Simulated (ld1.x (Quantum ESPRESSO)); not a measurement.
u(r) = r·R(r): atom against pseudo-atom (phosphorus (P))

Columns: radius, all-electron u(r) and pseudo u(r) of the 2s shell (level -173.82 eV) of phosphorus in the configuration [He] 2s2 2p6 3s2 3p3; BLYP, scalar-relativistic, RRKJ scheme, ld1.x (Quantum ESPRESSO) 7.5.

```csv
r (bohr),all-electron,pseudo
0.038,0.6335,-0.1185
0.075,0.6039,-0.2395
0.113,0.2939,-0.3755
0.150,-0.0907,-0.5241
0.188,-0.4734,-0.6953
0.225,-0.7921,-0.8757
0.263,-1.0490,-1.0615
0.300,-1.2302,-1.2224
0.338,-1.3525,-1.3464
0.375,-1.4187,-1.4172
0.413,-1.4428,-1.4427
0.450,-1.4328,-1.4328
0.488,-1.3967,-1.3967
0.525,-1.3433,-1.3433
0.563,-1.2756,-1.2756
0.600,-1.2017,-1.2017
0.638,-1.1212,-1.1212
0.675,-1.0412,-1.0412
0.713,-0.9594,-0.9594
0.750,-0.8817,-0.8817
0.788,-0.8049,-0.8049
0.825,-0.7340,-0.7340
0.863,-0.6654,-0.6654
0.900,-0.6030,-0.6030
0.938,-0.5437,-0.5437
0.975,-0.4904,-0.4904
```

(1) How many radial nodes do the two functions have?

(2) At about which radius was the pseudo-wave matched?

(3) Where does each function peak?

(4) Is the pseudo-wave norm-conserving?

## Answers

(1) The all-electron 2s function has n − l − 1 = 1; the pseudo-wave has 0, since the states of the same l below it are removed with the core.

(2) 0.45 bohr. The columns agree to 0.0005 from 0.41 bohr on; several derivatives are matched, so the curves merge somewhat inside the radius.

(3) Outermost all-electron maximum near 0.41 bohr, pseudo maximum near 0.41 bohr (to the table’s step).

(4) Yes: the RRKJ scheme keeps the norm inside the radius equal to the all-electron one, which fixes the energy derivative of the logarithmic derivative at the level.
